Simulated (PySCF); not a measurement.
Compound: C2H12Ge3O.
SMILES: `CO[CH2][GeH2][GeH2][GeH3]`

A linear-response calculation (PySCF, def2-SVPD basis, gas phase, vertical, core orbitals frozen in the response) gave these numbers; the functional is withheld.

Orbital energies (eV): HOMO-3 -10.51, HOMO-2 -9.97, HOMO-1 -9.73, HOMO -9.17, LUMO 1.42, LUMO+1 1.63, LUMO+2 1.83.

| state | E (eV) | f | main configurations (H = HOMO, L = LUMO) |
| --- | --- | --- | --- |
| S1 | 6.73 | 0.194 | H→L (46%), H→L+2 (24%), H→L+3 (14%) |
| S2 | 6.81 | 0.277 | H→L+1 (36%), H→L (33%), H→L+2 (13%) |
| S3 | 6.96 | 0.047 | H→L+1 (50%), H→L+3 (20%), H→L+2 (11%) |
| S4 | 7.13 | 0.043 | H→L+2 (35%), H→L+3 (34%), H-2→L+1 (8%) |
| S5 | 7.23 | 0.019 | H-1→L+1 (36%), H-1→L+3 (22%), H-1→L (20%) |
| S6 | 7.42 | 0.089 | H-2→L (49%), H-1→L (21%) |

Triplets, Tamm–Dancoff:

```
state  E (eV)  λ (nm)  main configurations (H = HOMO, L = LUMO)
   T1    5.98   207.4                                 H→L (74%)
   T2    6.36   195.0                  H→L+1 (62%), H→L+3 (13%)
   T3    6.39   194.2                  H→L+2 (53%), H→L+3 (23%)
   T4    6.66   186.3     H→L+3 (30%), H→L+2 (14%), H→L+1 (12%)
```

Vertical ionisation energy by ΔSCF with the same functional: 9.22 eV. Mean static polarisability: 130.8 au.

Question: Which of these was used?
A. PBE
B. HF
C. wB97X-D
D. PBE0

Answer: C. wB97X-D is range-separated, 22% exact exchange at short range and 100% at long range (ω = 0.2 bohr⁻¹). In this run −ε(HOMO) = 9.17 eV differs from the ΔSCF value by -0.05 eV, and S1 differs from the orbital gap of 10.60 eV by -3.87 eV. The ratio −ε(HOMO)/IP is 0.99. Usual ranges for neutral molecules in this basis: 0.89 to 0.99 with wB97X-D, 0.5 to 0.7 with PBE, 0.7 to 0.83 with PBE0; with Hartree–Fock the ratio is 1 or more (Koopmans' value less the relaxation energy is the ΔSCF value).

Level of theory: TDDFT wB97X-D/def2-SVPD, vertical, gas phase, core orbitals frozen in the response in PySCF. One conformer (not necessarily the lowest) at the PBE0-D3(BJ)/def2-SVP geometry, without solvent, vibrations or thermal averaging. The wB97X-D/def2-SVPD calculation is non-relativistic and has no spin–orbit coupling, an omission that weighs most on germanium.

Shape of the structure used: `[CH3:1][O:2][CH2:3][GeH2:4][GeH2:5][GeH3:6]`: C1–O2–C3–Ge4 178°, O2–C3–Ge4–Ge5 -12°, C3–Ge4–Ge5–Ge6 -42°.

Without π bonds the low states are Rydberg-like; a valence basis with one diffuse set may place them up to an eV too high.
